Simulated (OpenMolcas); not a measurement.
## OpenMolcas timings: singlet SiH2O2F−

SiH2O2F−: 6 atoms, total charge -1, spin state singlet. As SMILES of the parent species, `O[Si](O)F`. The coordinates come from a PBE0-D4/def2-TZVP relaxation. This is one conformer, not always the lowest. That shape belongs to the parent species and isn't relaxed for this state.

```xyz
6

O    -0.8873    1.0320   -0.6263
Si    0.3829    0.0262   -0.4465
O     0.3463   -0.5607    1.0834
F     0.1594   -1.1339   -1.5163
H    -1.0516    1.6588    0.0811
H     1.0923   -1.0866    1.3785
```

Program: OpenMolcas 26.06. Hardware: 1 thread of Arm Neoverse V1, shared host, so times are rough. Two-electron integrals are exact unless an approximation is named.

(1) Estimate their order by wall time, quickest first.
A. energy at B2PLYP/aug-cc-pVDZ, 8 core orbitals frozen, grid UltraFine
B. energy at HF/aug-cc-pVDZ
C. energy at HF/3-21G

Results:

(1) C (2 s), B (17 s), A (53 s).
